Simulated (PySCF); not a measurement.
# How methods differ on the interval between two levels of P

P [Ne] 3s2 3p3 [4S3/2, M_J = 3/2] → P [Ne] 3s1 3p3 4s1 [6S5/2, M_J = 5/2], as a difference of total energies. Computed with PySCF 2.14 in x2c-TZVPall-2c with one added diffuse shell each of s, p type (6s7p2d1f, 44 functions), with the two-component X2C-1e Hamiltonian. Correlated levels: [Ne] frozen; the 6 highest virtual spinors dropped. "Screened" scales the spin-orbit matrix elements by Boettger's factors to mimic the two-electron term; Breit and QED terms are absent.

| method | interval between two levels (cm⁻¹) |
| --- | --- |
| GHF (screened spin-orbit) | 87149 |
| GMP2 (screened spin-orbit) | 98358 |

The labels give the starting determinants; with spin-orbit coupling the two ends relaxed to ⟨J²⟩ = 3.75, ⟨L²⟩ = 0.00, ⟨S²⟩ = 3.75 and ⟨J²⟩ = 8.75, ⟨L²⟩ = 0.00, ⟨S²⟩ = 8.75.

The promoted electron is Rydberg-like, and one or two diffuse shells describe it only roughly, which tends to raise the upper state.
